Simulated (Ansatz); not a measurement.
Dissociation curve of SMILES [CH3][Al]([CH3])[O][Si](O)(O)O (C₂H₉AlO₄Si). The Al1–O10 bond (Al1 also carries C, C; O10 carries Si) is stretched with both fragments frozen at the PBE0/def2-SVP optimised geometry.

Calculation: Ansatz (a quantum-chemistry and plane-wave program) with unrestricted PBE0/def2-SVP.

Relative to R = 1.73 Å, what are the energies at R = 1.67, 1.83, 1.93, 2.54 Å?

4.4 kJ/mol at 1.67 Å, 11.2 kJ/mol at 1.83 Å, 37.3 kJ/mol at 1.93 Å, 269.9 kJ/mol at 2.54 Å.

The unrestricted determinant behind UKS-PBE0 is spin-contaminated at 3.18 to 5.05 Å (<S²> up to 0.8, against 0.00 for a pure singlet).
